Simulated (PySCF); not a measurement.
Gas-phase reaction: 2 WO2F2 + 4 F → 2 WOF4 + O2

Method: PySCF energies (xtb for GFN2) plus ideal-gas RRHO corrections (1 bar). † marks an energy on the PBE0/def2-TZVP geometry and frequencies; other levels use their own. MP2 and CCSD(T) freeze the core. Open shells (unrestricted): F (multiplicity 2, electronic degeneracy 6), O2 (multiplicity 3); the rest are closed-shell singlets. GFN2 has no spin-polarisation term. Spin-orbit splitting is ignored; it lowers the true energy and changes the entropy of F. W: scalar-relativistic def2 core potential, no spin-orbit coupling. WO2F2: computed as isolated molecules; such fragments, hydroxides, amides, oligomers or adducts are transient or little studied in the gas. MP2 isn't extrapolated to the basis-set limit; its ΔH°(298 K) is -1103.9 kJ in def2-SVP and -1134.2 kJ in def2-TZVPP. CCSD(T) isn't extrapolated to the basis-set limit; its ΔH°(298 K) is -1075.9 kJ in def2-SVP and -1105.9 kJ in def2-TZVPP. The harmonic model lacks anharmonicity and excited electronic states, which grow with temperature; levels with a mode under 35 cm⁻¹ are left out. Soft modes under 120 cm⁻¹ make the harmonic entropy rough for WOF4. Warning, large T1 diagnostic: WO2F2, WOF4 (CCSD(T)/def2-SVP†). Warning, point group unlike the PBE0 one: WO2F2 (GFN2-xTB).

```
level               ΔE electronic, kJ  ΔH°(298 K), kJ  ΔS°(298 K), J/K  ΔG°(1200 K), kJ
------------------  -----------------  --------------  ---------------  ---------------
BLYP/def2-TZVP†                 -1212           -1201             -397             -720
CCSD(T)/def2-SVP†               -1087           -1076             -397             -595
GFN2-xTB                        -1487           -1479             -404             -992
MP2/def2-TZVPP†                 -1145           -1134             -397             -653
PBE0/def2-SVP†                  -1215           -1204             -397             -723
ωB97X-V/def2-TZVP†              -1203           -1192             -397             -711
```
ΔH° is lowest at GFN2-xTB and highest at CCSD(T)/def2-SVP†. No reference value is set beside these.
